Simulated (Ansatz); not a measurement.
Computed with Ansatz on PBE0-D4/def2-TZVP structures; ΔE is electronic, products minus reactants. CCSD(T)/CBS adds triple-zeta CCSD(T) − MP2 to the extrapolated MP2 energy (def2 sets, frozen cores). DFT in def2-TZVPP. HSE06 is defined as in plane-wave codes. Elements past krypton have def2 core potentials. For Te outer-core shells are correlated without core-valence functions, which leaves a few kJ/mol of doubt a bond.

`[TeH]B1CS1` + `C#CCCl` → `C#CC[TeH]` + `ClB1CS1`  (formal exchange of groups at a Te–B bond)

```
             level  ΔE (kJ/mol)
       LDA (SPW92)        -49.7
        r2SCANh-D4        -52.8
        r2SCAN0-D4        -52.5
           ωB97X-V        -52.0
            B2PLYP        -54.1
             HSE06        -50.3
           LC-ωPBE        -51.1
SCS-MP2/def2-TZVPP        -52.9
```

Problem. What does CCSD(T)/CBS give? (Best estimate.)

Solution. The calculation gave: -50.6 kJ/mol. The listed levels differ from it by 0.9, -2.2, -1.9, -1.4, -3.5, 0.3, -0.5, -2.3 kJ/mol.

Largest T1 diagnostic among the species: 0.014.

Leaving LDA and LC-ωPBE aside and taking each functional with its dispersion term where it has one, the values, not all of them listed here, spread over 8.5 kJ/mol, from B97M-V to PBE-D4. At CCSD(T), def2-SVP lies −7.1 kJ/mol from the extrapolated value and def2-TZVPP −1.3 kJ/mol.
